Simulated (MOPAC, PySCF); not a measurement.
Protons, H atoms and electrons added to or taken from [SeH2]. Isolated molecules, 0 K electronic values unless said otherwise. Strings in code marks are SMILES.

Quantity: vertical detachment energy (energy after one electron is removed minus that of the parent at the parent's geometry), in eV. Levels without diffuse functions put anions too high.

Level 1: PBE-D3(BJ)/def2-TZVPD // B3LYP-D3(BJ)/def2-TZVPD (PySCF)
Level 2: minus the HOMO energy of B3LYP/6-31G* // B3LYP-D3(BJ)/def2-TZVPD (PySCF)
Level 3: minus the HOMO energy of PM6 // B3LYP-D3(BJ)/def2-TZVPD (MOPAC)
Level 4: minus the HOMO energy of PM7 // B3LYP-D3(BJ)/def2-TZVPD (MOPAC)

| species | level 1 | level 2 | level 3 | level 4 |
|---|---|---|---|---|
| `[SeH-]` | 2.33 | -0.92 | 2.49 | 2.78 |
